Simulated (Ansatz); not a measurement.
A nudged elastic band was laid between two geometries of AlCl3 + H2 (6 atoms, charge 0, multiplicity 1).

Computed with RKS B3LYP-D4/6-31G* in Ansatz 0.2.0.

```yaml
movable_images: 9
climbing_image: yes
spring: 5.0 eV/Å²
optimiser: quadratic models (default)
start_path: through a guess of the saddle point
force_threshold: 0.03 eV/Å
iteration_limit: 60
end_points: relaxed
```

Image 0:

```xyz
6
Properties=species:S:1:pos:R:3
Al 0.002 0.311 0.156
Cl -0.007 0.885 2.163
Cl 1.809 0.133 -0.871
Cl -1.801 0.052 -0.862
H 0.084 -2.441 0.600
H 0.057 -2.205 1.308
```

Image 10:

```xyz
6
Properties=species:S:1:pos:R:3
Al -0.221 -0.860 -0.340
Cl -0.184 -0.376 2.290
Cl 1.764 -0.127 -0.583
Cl -1.785 0.448 -0.893
H -0.470 -2.402 -0.252
H 1.039 0.051 2.272
```

Task: What changes between the two ends?

Result: Bonds broken: Al1–Cl2, H5–H6. Bonds formed: Al1–H5, Cl2–H6. AlCl3 + H2 becomes AlCl3H2.

Task: What energy profile does the band end with?

Result: The run converged. The highest image is number 4 of 0 to 10, 1.61 eV above the first end and 0.43 eV above the last; the last end lies 1.17 eV above the first. A vibrational analysis at the climbing image gives one clearly imaginary mode, 890i cm⁻¹: a first-order saddle point. The orbitals stay closed-shell, which can raise the energy where a bond breaks towards radicals; this wasn't checked here.

| image | path coordinate (Å) | energy (eV) | Al1–Cl2 (Å) | H5–H6 (Å) | Al1–H5 (Å) |
| --- | --- | --- | --- | --- | --- |
| 0 | 0.00 | 0.00 | 2.09 | 0.75 | 2.79 |
| 1 | 0.44 | 0.02 | 2.09 | 0.75 | 2.40 |
| 2 | 0.88 | 0.21 | 2.12 | 0.76 | 2.10 |
| 3 | 1.33 | 0.91 | 2.23 | 0.86 | 1.83 |
| 4 | 1.77 | 1.61 | 2.41 | 1.27 | 1.65 |
| 5 | 2.29 | 1.38 | 2.60 | 1.89 | 1.58 |
| 6 | 2.82 | 1.23 | 2.65 | 2.55 | 1.57 |
| 7 | 3.35 | 1.21 | 2.67 | 2.98 | 1.57 |
| 8 | 3.87 | 1.20 | 2.66 | 3.33 | 1.57 |
| 9 | 4.40 | 1.18 | 2.67 | 3.60 | 1.57 |
| 10 | 4.92 | 1.17 | 2.67 | 3.83 | 1.57 |

Task: What is the geometry of the highest image?

Result: 
```xyz
6
Properties=species:S:1:pos:R:3:forces:R:3
Al 0.017 -0.435 -0.111 0.00 0.01 -0.01
Cl 0.030 0.061 2.247 0.00 0.01 0.01
Cl 1.836 0.187 -0.945 0.00 0.00 0.00
Cl -1.831 0.122 -0.925 0.00 0.00 0.00
H 0.046 -1.937 0.577 0.00 -0.01 0.00
H 0.045 -1.264 1.653 0.00 -0.01 0.00
```

Task: What are the harmonic wavenumbers there?

Result: 890i, 104, 131, 187, 379, 436, 462, 609, 969, 1036, 1461, 1826 cm⁻¹.

Time of the run: 6.9 min on 1 thread of Intel(R) Xeon(R) CPU @ 2.60GHz (Ice Lake), on a shared host, peak memory 0.19 GiB.
